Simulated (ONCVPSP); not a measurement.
## What one change does to a pseudopotential (Ir, ONCV)

ONCVPSP 4.0.1 input, shortened (lines: element, Z, core and valence counts, functional; n l f; lmax; l rc ep ncon nbas qcut; lloc lpopt rc5 dvloc0; l nproj debl; icmod fcfact rcfact), PBEsol, scalar-relativistic:

```
  Ir 77.00   11    3  -116133      upf
    1    0    2.00
    2    0    2.00
    2    1    6.00
    3    0    2.00
    3    1    6.00
    3    2   10.00
    4    0    2.00
    4    1    6.00
    4    2   10.00
    5    0    2.00
    5    1    6.00
    4    3   14.00
    5    2    7.00
    6    0    2.00
    3
    0    2.60    0.00    3    7    3.20
    1    2.60    0.07    4    9    3.10
    2    1.85    0.00    4    9    8.50
    3    0.85    0.00    4    9   16.70
    4    5    0.65    1.00
    0    3    2.90
    1    2    2.30
    2    2    3.10
    3    2    1.00
    0    0.00    0.00
```

In the p channel the program set the typed energies aside and used 0.050, 2.350 Ha. In the f channel the program set the typed energies aside and used -2.287, 0.250 Ha.

Change: f: qcut 12.4.

Cutoffs: the cutoffs (Ha) at which the residual kinetic energy of the hardest occupied pseudo-wave falls to 1 and 0.1 mHa per electron; they do not see the model core or the augmentation charge, which bear on the density cutoff. Errors are all-electron minus pseudo energies relative to the spin-unpolarised reference configuration.

How do hardness, ghosts and transferability respond?

The potential gets harder (338 Ha and 502 Ha → 606 Ha and 899 Ha); both files keep a bound ghost (p, s); the errors of the 4 common tests hardly move.

| quantity | base | changed |
| --- | --- | --- |
| cutoff, loose | 338 Ha | 606 Ha |
| cutoff, tight | 502 Ha | 899 Ha |
| loose cutoff by channel | s 3.9 Ha, d 19 Ha, f 338 Ha | s 3.9 Ha, d 19 Ha, f 606 Ha |
| bound ghosts | s, p | s, p |
| GHOST(+) flags under 300 eV | s at 16.6 eV, p at 21.5 eV, d at 226.7 eV | s at 16.6 eV, p at 21.5 eV, d at 226.7 eV |
| error for 4f14 5d7 6s1, meV [ΔE 9.93 eV] | -8.6 | -8.7 |
| error for 4f14 5d7 6s0, meV [ΔE 27.43 eV] | -25 | -25 |
| error for 4f14 5d6 6s0, meV [ΔE 58.00 eV] | -1.4 | -1.4 |
| error for 4f14 5d7.5 6s1.5, meV [ΔE -0.28 eV] | -10 | -10 |
| s: phases at 2.64 bohr within 0.05 rad from the reference energy up to (Ha; the scan ends near 5) | 0.6 | 0.6 |
| p: phases at 2.64 bohr within 0.05 rad from the reference energy up to (Ha; the scan ends near 5) | 0.8 | 0.8 |
| d: phases at 1.88 bohr within 0.05 rad from the reference energy up to (Ha; the scan ends near 5) | to the end of the scan | to the end of the scan |
| f: phases at 0.86 bohr within 0.05 rad from the reference energy up to (Ha; the scan ends near 5) | to the end of the scan | to the end of the scan |

 A true bound ghost makes a file unfit for plane-wave use even where its test errors are small: the radial tests pick states by their node count and pass the ghost by.
